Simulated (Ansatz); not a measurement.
Reaction (atomization): `N[SiH2][InH][F]` → F• + 5 H• + In• + N• + Si•

Gas-phase electronic energies from Ansatz, PBE0-D4/def2-TZVP geometries. CCSD(T)/CBS is the MP2 limit (def2-TZVPP, def2-QZVPP) plus CCSD(T) − MP2 in def2-TZVPP, frozen cores. This one scheme is used for every species, atoms too. For atomizations the MP2-based limit and the directly extrapolated one differ by several kJ/mol either way, and by 10 to 25 for some Ge, Se and Sn compounds, so smaller differences from it don't rank the levels. DFT in def2-TZVPP. No spin–orbit coupling; open shells (•) take unrestricted orbitals. Spin–orbit coupling would lower the free atoms: a little for F, Si; strongly for In. def2 core potentials past Kr. Bonds to In are less sure, by a few kJ/mol each and by 10 to 20 or more in all where they break to atoms, as the def2 sets lack core-valence functions. Each species was taken in one conformer, which may not be the lowest.

`N[SiH2][InH][F]`:

Z-matrix (Å, degrees):
```
Si
In 1 2.553
N 1 1.709 2 99.4
H 1 1.495 2 110.5 3 122.5
H 1 1.490 2 112.9 3 -119.5
F 2 1.991 1 98.0 3 -11.3
H 2 1.711 1 152.5 3 168.8
H 3 1.009 1 118.9 2 16.2
H 3 1.006 1 124.2 2 173.5
```

```json
{"level": "LDA (SPW92)", "ΔE (kJ/mol)": "3021.3", "difference from CCSD(T)/CBS": "357.7"}
{"level": "B97M-V", "ΔE (kJ/mol)": "2658.9", "difference from CCSD(T)/CBS": "-4.7"}
{"level": "r2SCAN0-D4", "ΔE (kJ/mol)": "2590.7", "difference from CCSD(T)/CBS": "-72.9"}
{"level": "PBE-QIDH", "ΔE (kJ/mol)": "2596.7", "difference from CCSD(T)/CBS": "-66.9"}
{"level": "revPBE", "ΔE (kJ/mol)": "2545.9", "difference from CCSD(T)/CBS": "-117.7"}
{"level": "r2SCAN0", "ΔE (kJ/mol)": "2585.8", "difference from CCSD(T)/CBS": "-77.8"}
{"level": "CAM-B3LYP", "ΔE (kJ/mol)": "2648.8", "difference from CCSD(T)/CBS": "-14.8"}
{"level": "HF/def2-TZVPP", "ΔE (kJ/mol)": "1837.0", "difference from CCSD(T)/CBS": "-826.6"}
{"level": "CCSD/def2-TZVPP", "ΔE (kJ/mol)": "2531.1", "difference from CCSD(T)/CBS": "-132.5"}
{"level": "CCSD(T)/def2-TZVPP", "ΔE (kJ/mol)": "2569.8", "difference from CCSD(T)/CBS": "-93.8"}
{"level": "CCSD(T)/CBS", "ΔE (kJ/mol)": "2663.6", "difference from CCSD(T)/CBS": "0"}
```

Largest T1 diagnostic among the species: 0.015.

From r2SCAN to r2SCAN0 (25 % exact exchange), in def2-TZVPP and without D4, ΔE moves by −51.0 kJ/mol: exact exchange takes away binding that semilocal exchange gives to molecules. At CCSD(T), def2-SVP lies −244.9 kJ/mol from the extrapolated value and def2-TZVPP −93.8 kJ/mol: correlation converges slowly with the basis, and small sets miss more of it in the bonded molecule than in its fragments. In def2-TZVPP, CCSD(T) changes the Hartree–Fock value by +732.8 kJ/mol (the triples alone add +38.7 kJ/mol) and MP2 by +748.4 kJ/mol; breaking electron pairs costs correlation energy, which Hartree–Fock lacks.
